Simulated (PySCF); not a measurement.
## Cr¹⁴⁺ (chromium, charge +14) across methods

[Ne], closed-shell 1S. All numbers are calculated (PySCF 2.14, the non-relativistic Hamiltonian (point nucleus), in an uncontracted even-tempered set (18 s from 2.4 bohr⁻², ratio 2.2; 11 p from 3.1 bohr⁻², ratio 2.2; 6 d from 18 bohr⁻², ratio 2.4; 5 f from 27 bohr⁻², ratio 2.4; 5 g from 40 bohr⁻², ratio 2.4)).

| method | E (hartree) | mean ε 1s (eV) | mean ε 2s (eV) | mean ε 2p (eV) | Σ⟨r²⟩ (bohr²) | ⟨S²⟩ |
| --- | --- | --- | --- | --- | --- | --- |
| TPSSh | -957.647 | -6295.8 | -1072.8 | -975.24 | 0.6890 | 0.000 |
| LDA | -955.253 | -6253.6 | -1062.4 | -969.10 | 0.6909 | 0.000 |
| PBE | -957.312 | -6267.8 | -1064.5 | -969.78 | 0.6898 | 0.000 |
| r2SCAN | -957.648 | -6289.0 | -1072.6 | -974.68 | 0.6880 | 0.000 |
| PBE0 | -957.399 | -6308.8 | -1078.8 | -981.13 | 0.6890 | 0.000 |
| BP86 | -957.679 | -6270.0 | -1064.9 | -970.14 | 0.6890 | 0.000 |

Q: Estimate the same row for UHF.

A: E (hartree) = -957.24010; mean ε 1s (eV) = -6431.4; mean ε 2s (eV) = -1120.2; mean ε 2p (eV) = -1013.5; Σ⟨r²⟩ (bohr²) = 0.6870; ⟨S²⟩ = 0.000.
